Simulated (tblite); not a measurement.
Run record: tight-binding relaxation, `C1(B)([C@H]2C=C[C@@H]1C=C2)B`.

Computed with GFN2-xTB geometry optimisation, gas phase (tblite 0.8.0). Start geometry: from a force field or distance geometry. The command runs a driver script over a list of jobs; the input below is this job's line of settings and its coordinates in Å.

Command:
```bash
OMP_NUM_THREADS=1 python probes_run.py task.json out
```

Input:
```
{"job": {"kind": "relax", "xc": "GFN2-xTB", "basis": "xTB"}, "charge": 0, "multiplicity": 1}
B      1.197600    -0.897000     1.510000
C      0.652200    -0.172300     0.147100
B      1.994700     0.039200    -0.744200
C     -0.207700     1.088400     0.365400
C     -0.672600     1.342900    -1.042000
C     -0.864100     0.139400    -1.617600
C     -0.512200    -0.886600    -0.555200
C     -1.597400    -0.731200     0.500600
C     -1.411200     0.465300     1.063500
H      1.911800    -0.318300     2.247000
H      0.851700    -1.998400     1.772000
H      2.103200    -0.526400    -1.776000
H      2.835700     0.772200    -0.369800
H      0.269200     1.939100     0.894100
H     -0.768800     2.312700    -1.544400
H     -1.133400    -0.042700    -2.636500
H     -0.333400    -1.920000    -0.914100
H     -2.345400    -1.476700     0.791900
H     -1.979700     0.879600     1.900800
```

Output:
```
step      E/eV     max force
  0    -610.94696    1.779
  1    -611.06405    1.065
  2    -611.09432    0.726
  3    -611.11779    0.409
  4    -611.14030    0.367
  5    -611.14821    0.200
  6    -611.15406    0.177
  7    -611.15943    0.250
  8    -611.16518    0.253
  9    -611.16984    0.176
... (31 lines left out)
 41    -611.22728    0.071
 42    -611.22789    0.051
 43    -611.22824    0.036
 44    -611.22849    0.036
 45    -611.22872    0.034
 46    -611.22893    0.029
 47    -611.22910    0.030
 48    -611.22922    0.025
 49    -611.22929    0.016
 50    -611.22932    0.009
```

«max force» is the largest atomic force in eV/Å.

Problem. From which step on does the largest force stay under 0.1 eV/Å, and how much energy is left to gain from there?

Solution. From step 33 (0.071 eV/Å), 9.2 meV above the end.

Main results: energy lowered by 6.5 kcal/mol over 50 steps; largest atomic force 0.009 eV/Å at the end.

Problem. Give the final coordinates.

Solution. 0.205 Å rms from the input after alignment:
```
atom  x, y, z in Å
B1     1.2068   -0.9058    1.4446
C2     0.6625   -0.1920    0.1535
B3     1.9647   -0.0113   -0.7098
C4    -0.1842    1.0979    0.3909
C5    -0.6388    1.3538   -1.0370
C6    -0.8490    0.1739   -1.6017
C7    -0.5389   -0.8885   -0.5592
C8    -1.5961   -0.7062    0.5178
C9    -1.3855    0.4738    1.0820
H10    1.5908   -0.2695    2.3466
H11    1.2608   -2.0725    1.4919
H12    2.2964   -0.8513   -1.4521
H13    2.6218    0.9472   -0.5830
H14    0.2880    1.9298    0.9040
H15   -0.7848    2.3353   -1.4473
H16   -1.2059   -0.0487   -2.5898
H17   -0.3959   -1.8996   -0.9280
H18   -2.3725   -1.4210    0.7163
H19   -1.9499    0.9641    1.8528
```

The run took 0.55 s on one thread of an Arm Neoverse N1, shared host with 64 logical CPUs at a one-minute load of 58.
Labels such as C1 count atoms from 1, the log's own numbers from 0.
